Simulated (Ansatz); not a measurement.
Molecule: C3H3 (charge 0, doublet). 
Geometry from a B3LYP-D3(BJ)/def2-TZVP (Ansatz, a quantum-chemistry and plane-wave program) optimisation:
SMILES: [CH]1[CH][CH]1
```xyz
6

C      0.0286     0.7740    -0.0493
C     -0.7338    -0.4315     0.2393
C      0.6852    -0.3567    -0.0746
H      0.0445     1.8447    -0.1540
H     -1.5455    -0.8902    -0.3235
H      1.6206    -0.8695    -0.2148
```
Charge 0, spin multiplicity 2.

PBE beside other levels, property by property. Cores are frozen in the correlated levels unless marked. Open shells are spin-unrestricted. Spin-orbit coupling is left out. No relativistic terms. CBS marks a two-point X^-3 extrapolation of the correlation energy; Hartree-Fock from the larger set. The bracket is a focal-point correction in the basis named. Atomisation energies are electronic, to ground-state atoms; the column to compare with has the core term from cc-pwCVTZ added, other frozen-core levels have none. Vertical energies are electronic, to the SCF solution reached for that spin. The coupled-cluster column (Ansatz) is a level with limits of its own: RI-MP2/CBS(aug-cc-pVTZ,aug-cc-pVQZ)+[CCSD(T)-MP2]/aug-cc-pVTZ.

```csv
property,PBE/def2-TZVPD (Ansatz),B2PLYP-D3(BJ)/def2-TZVPD (Ansatz + dftd3),B2PLYP/def2-TZVPD (Ansatz),CCSD(T)/aug-cc-pVTZ (Ansatz),coupled cluster
atomisation energy (kcal/mol),598.7,571.3,569.9,558.9,575.4
vertical ionisation energy to the singlet (eV),7.32,7.18,7.18,7.19,7.24
```

As the rows show:
- atomisation energy: PBE lies 23.3 kcal/mol above coupled cluster.
- vertical ionisation energy to the singlet: PBE lies 0.08 eV above coupled cluster.
